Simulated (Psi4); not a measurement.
Dimer: CH4 (SMILES C) (first 5 atoms) with H4OSi (SMILES O[SiH3]); geometry from B3LYP-D3(BJ)/def2-TZVP, rigid monomers moved along the line of their centres of mass till H2···Si7 is 5.74 Å.
(charge 0, multiplicity 1):
```xyz
11

C      0.021    -0.159     0.047
H     -0.125     0.649     0.762
H     -0.368    -1.088     0.464
H     -0.507     0.071    -0.877
H      1.084    -0.274    -0.161
O     -0.074     1.589     5.992
Si    -0.159     0.008     6.471
H      0.700     2.101     6.240
H      0.959    -0.794     5.918
H     -1.445    -0.500     5.957
H     -0.123    -0.111     7.950
```

Level of theory: SAPT0/jun-cc-pV(D+d)Z in Psi4.

Problem. Give the four SAPT terms and the total, and say what mostly holds the pair together.

Solution. electrostatics -0.01, exchange 0.00, induction 0.00, dispersion -0.04, total -0.05 kcal/mol; the largest attraction is dispersion.
